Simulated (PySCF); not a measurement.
In(Cl)2(vinyl) (C2H3Cl2In), SMILES [In]([Cl])([Cl])[CH]=C.

Geometry optimised at B3LYP-D3(BJ)/def2-SVP. The structure was generated by enumeration; whether it is a known compound was not checked. The def2 effective core potentials stand for the cores of In; spin–orbit coupling is left out. The values are those of a single conformer.

Level of theory: C-PCM-M06-2X/def2-SVP in PySCF.

The values are the electrostatic part of the solvation free energy, E(continuum) − E(gas) at the gas-phase geometry, in a cavity of scaled van der Waals radii (PySCF's table); cavitation and dispersion terms are not included. A continuum can't describe solvent molecules that bind to the metal. In vacuum the orbital gap is 8.34 eV. The dipole moment in vacuum is 3.71 D.

Computed values in water (ε = 78.36), toluene (ε = 2.37), chlorobenzene (ε = 5.70):
```json
[
 {"solvent": "water", "ε": "78.36", "ΔG(elec) (kcal/mol)": "-8.8", "dipole (D)": "4.61", "gap (eV)": "8.63"},
 {"solvent": "toluene", "ε": "2.37", "ΔG(elec) (kcal/mol)": "-4.9", "dipole (D)": "4.20", "gap (eV)": "8.51"},
 {"solvent": "chlorobenzene", "ε": "5.70", "ΔG(elec) (kcal/mol)": "-7.2", "dipole (D)": "4.44", "gap (eV)": "8.58"}
]
```
